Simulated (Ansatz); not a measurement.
Relaxation of Pd₃S₂ with RKS PBE-D4/def2-SVP.

```sh
$ ansatz run in.yaml --threads 4 --pin off --events-out ev --progress --plain --max-ram 4787MiB
```

```yaml
crystal:
  periodic: [false, false, false]
  atoms:
    - {symbol: Pd, position_ang: [0.017520, -0.208780, -0.040630]}
    - {symbol: Pd, position_ang: [-2.299610, 0.793340, 0.139000]}
    - {symbol: Pd, position_ang: [2.136610, 1.145930, 0.238750]}
    - {symbol: S, position_ang: [-1.693070, -1.213170, 0.857380]}
    - {symbol: S, position_ang: [1.838550, -0.517320, -1.194510]}
basis:
  gaussian: {orbitals: def2-SVP}
hamiltonian: {xc: pbe, dispersion: d4}
scf: {lower_state_search: "off"}
output: {orbitals: {seedname: orbitals}}
relax: {f_tol: 0.02, max_steps: 100}
```

It took 8.5 s on 4 threads of Arm Neoverse V2 on a shared host.

Positions (Å) and forces (eV/Å) at steps 1, 2, 3, 4, 5 of 5:

```xyz
5
step=1 energy=-32098.7757 eV
Pd    0.018   -0.209   -0.041    0.054   -0.626   -0.124
Pd   -2.300    0.793    0.139   -0.695    0.355    0.043
Pd    2.137    1.146    0.239    0.630    0.454    0.116
S    -1.693   -1.213    0.857   -0.213   -0.140    0.137
S     1.839   -0.517   -1.195    0.224   -0.043   -0.171
5
step=2 energy=-32098.8654 eV
Pd    0.022   -0.262   -0.051   -0.002    0.035    0.006
Pd   -2.402    0.798    0.162    0.034   -0.111    0.051
Pd    2.236    1.175    0.223   -0.017   -0.087   -0.090
S    -1.740   -1.207    0.859   -0.010    0.099   -0.072
S     1.884   -0.504   -1.192   -0.005    0.065    0.105
5
step=3 energy=-32098.8672 eV
Pd    0.021   -0.255   -0.050   -0.001    0.018    0.003
Pd   -2.406    0.794    0.166    0.004   -0.048    0.032
Pd    2.240    1.174    0.217    0.003   -0.033   -0.048
S    -1.740   -1.207    0.852    0.000    0.042   -0.047
S     1.884   -0.506   -1.186   -0.006    0.021    0.060
5
step=4 energy=-32098.8728 eV
Pd    0.020   -0.238   -0.046    0.004   -0.043   -0.008
Pd   -2.403    0.822    0.269    0.002   -0.019    0.009
Pd    2.231    1.237    0.132    0.001   -0.014   -0.016
S    -1.766   -1.243    0.738    0.014    0.044   -0.017
S     1.919   -0.577   -1.093   -0.020    0.032    0.032
5
step=5 energy=-32098.8731 eV
Pd    0.021   -0.251   -0.049   -0.002    0.019    0.004
Pd   -2.395    0.829    0.285    0.007   -0.002   -0.001
Pd    2.221    1.249    0.120   -0.007   -0.003    0.000
S    -1.774   -1.245    0.723   -0.005   -0.009    0.001
S     1.927   -0.583   -1.079    0.006   -0.007   -0.004
```

In the def2 sets Pd takes a core potential; there is no spin–orbit coupling. The restricted singlet is unstable towards broken spin symmetry at other levels; at PBE-D4/def2-SVP this wasn't settled. Another isomer (singlet) lies 0.99 eV lower at PBE0-D4/def2-TZVP; other spin states weren't run for this one.
